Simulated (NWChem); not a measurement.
Species: ZnH2O2; SMILES [OH][Zn][OH]

```xyz
5

Zn     0.0000     0.0000     0.0066
O      0.0484     1.7648    -0.0711
H     -0.6143     2.2049     0.4703
O     -0.0484    -1.7648    -0.0711
H      0.6143    -2.2049     0.4703
```
Atoms are numbered in this order, from 1.

Results from NWChem. All runs use the structure optimised with PBE0/def2-SVP. Total energies compare along this basis series because the functional is fixed.

```tsv
level	basis functions	energy (Ha)	highest occupied level (eV)	orbital gap (eV)	dipole (D)
B3LYP/cc-pVDZ	81	-1931.1721	-7.68	6.38	1.73
B3LYP/aug-cc-pVDZ	123	-1931.2064	-8.20	6.57	1.65
B3LYP/cc-pVTZ	156	-1931.2401	[?]	6.56	1.74
B3LYP/aug-cc-pVTZ	231	-1931.2505	-8.21	6.59	1.66
```

Q: Complete the blanks.

A: 
- B3LYP/cc-pVTZ, highest occupied level (eV): -7.97
